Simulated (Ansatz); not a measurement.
## A substitution series on Al: OH to F

On one Al centre, n of the OH ligands are replaced by F. The atomisation energy (no zero-point term) y in kJ/mol at CCSD(T)/CBS estimate. Shapes, held fixed at every level: PBE0-D4/def2-TZVP. Flexible molecules stand in one conformer, not always the lowest. Programs: Ansatz 0.2.0.

```
molecule  n  y (kJ/mol)
 Al(OH)3  0        2814
Al(OH)2F  1           ?
Al(OH)F2  2        2139
    AlF3  3        1797
```

Q: Fit y = c + s·n to the known rows and predict Al(OH)2F.

A: 
1. Means of the 3 rows: n = 1.66667, y = 2250.0.
2. Σ(Δn)² = 4.6667, Σ(Δn·Δy) = -1581, so the slope is -1581/4.6667 = -338.78.
3. Intercept: 2250.0 − (-338.78) × 1.66667 = 2814.6. The largest residual of the fit is 2.0.
4. Al(OH)2F: 2814.6 + (-338.78) × 1 = 2476 kJ/mol.

The run gave 2476 kJ/mol, so the prediction is off by 0 kJ/mol: they agree to the digits shown. The steps are nearly additive. The slope is the difference between a Al–F and a Al–OH bond with the ligands’ own bonds. Other levels give for Al(OH)2F: B3LYP-D4/def2-TZVPP 2424; BHLYP-D4/def2-TZVPP 2318; CCSD(T)/def2-TZVPP 2393 kJ/mol. The CBS estimate extrapolates MP2 from def2-TZVPP and def2-QZVPP and adds CCSD(T) − MP2 in the triple-zeta set, cores frozen.
